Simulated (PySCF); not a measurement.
**From a log to its input**

A PySCF 2.14 run on the atoms Be 0 0 0; C 0 0 1.77 (angstrom) printed this (some set-up lines and the per-cycle HOMO/LUMO lines with their warnings removed):

```
PySCF version 2.14.0

[INPUT] verbose = 4
[INPUT] num. atoms = 2
[INPUT] num. electrons = 9
[INPUT] charge = 1
[INPUT] spin (= nelec alpha-beta = 2S) = 3
[INPUT] symmetry True subgroup None
[INPUT] Mole.unit = angstrom

nuclear repulsion = 7.17528421586441
point group symmetry = Coov
symmetry origin: [0.         0.         2.00688914]
symmetry axis x: [1. 0. 0.]
symmetry axis y: [0. 1. 0.]
symmetry axis z: [0. 0. 1.]
num. orbitals of irrep A1 = 14
num. orbitals of irrep E1x = 7
num. orbitals of irrep E1y = 7
num. orbitals of irrep E2x = 2
num. orbitals of irrep E2y = 2
number of shells = 14
number of NR pGTOs = 52
number of NR cGTOs = 32
basis = def2-svpd
ecp = {}

******** <class 'pyscf.scf.uhf_symm.SymAdaptedUHF'> ********
method = SymAdaptedUHF
initial guess = minao
damping factor = 0
level_shift factor = 0
DIIS = <class 'pyscf.scf.diis.CDIIS'>
diis_start_cycle = 1
diis_space = 8
diis_damp = 0
SCF conv_tol = 1e-09
SCF conv_tol_grad = None
SCF max_cycles = 50
direct_scf = True
direct_scf_tol = 1e-13
number electrons alpha = 6  beta = 3
Freeze 0 electrons in irreps []
    9 free electrons in irreps A1 E1x E1y E2x E2y
Set gradient conv threshold to 3.16228e-05
init E= -52.0717954266894

cycle= 1 E= -51.8238608225985  delta_E= 0.248  |g|= 0.309  |ddm|= 1.21
cycle= 2 E= -51.94279154155  delta_E= -0.119  |g|= 0.133  |ddm|= 0.628
cycle= 3 E= -51.9592602630339  delta_E= -0.0165  |g|= 0.0525  |ddm|= 0.229
cycle= 4 E= -51.9668094837603  delta_E= -0.00755  |g|= 0.028  |ddm|= 0.145
cycle= 5 E= -51.9701136172859  delta_E= -0.0033  |g|= 0.0123  |ddm|= 0.126
cycle= 6 E= -51.9708111825888  delta_E= -0.000698  |g|= 0.00482  |ddm|= 0.0746
cycle= 7 E= -51.9708979987543  delta_E= -8.68e-05  |g|= 0.00175  |ddm|= 0.0271
cycle= 8 E= -51.9709099148862  delta_E= -1.19e-05  |g|= 0.000497  |ddm|= 0.0115
cycle= 9 E= -51.9709104723406  delta_E= -5.57e-07  |g|= 0.000167  |ddm|= 0.00162
cycle= 10 E= -51.9709105441954  delta_E= -7.19e-08  |g|= 4.7e-05  |ddm|= 0.000657
cycle= 11 E= -51.9709105519086  delta_E= -7.71e-09  |g|= 2.33e-05  |ddm|= 0.000143
cycle= 12 E= -51.9709105544279  delta_E= -2.52e-09  |g|= 1.14e-05  |ddm|= 0.000107
cycle= 13 E= -51.9709105549427  delta_E= -5.15e-10  |g|= 2.37e-06  |ddm|= 6.49e-05
Extra cycle  E= -51.9709105549559  delta_E= -1.32e-11  |g|= 1.44e-06  |ddm|= 5.16e-06
converged SCF energy = -51.9709105549559  <S^2> = 3.7537604  2S+1 = 4.0018798
wavenumber (cm^-1) = [671.]

WARN: System has nonzero charge 1; the dipole moment is origin-dependent.
Location of origin: [0. 0. 0.]

Dipole moment(X, Y, Z, Debye):  0.00000,  0.00000, -2.11879
orbital energies (hartree): [array([-0.7057, -0.6442, -0.6442, -0.2972, -0.1705, -0.1705]), array([-11.4711,  -5.1326,  -0.8206,  -0.2919,  -0.1946,  -0.1946])]
```

Task: Write the input that gave this log.

Result: The input was:

```python
from pyscf import gto, scf
from pyscf.hessian import thermo

mol = gto.M(
    atom='Be 0 0 0; C 0 0 1.77',
    basis='def2-svpd',
    charge=1,
    spin=3,
    symmetry=True,
    verbose=4,
)
mf = scf.UHF(mol)
mf.kernel()
hess = mf.Hessian().kernel()
print('wavenumber (cm^-1) =', thermo.harmonic_analysis(mol, hess)['freq_wavenumber'].round(1))
mf.dip_moment()
print('orbital energies (hartree):', [e[max(0, n-3):n+3].round(4) for e, n in zip(mf.mo_energy, mol.nelec)])
```

The bond length is a typed value, not an optimised one, so the wavenumber is not that of the minimum. The dipole of an ion depends on the origin. No search for the lowest solution was made.
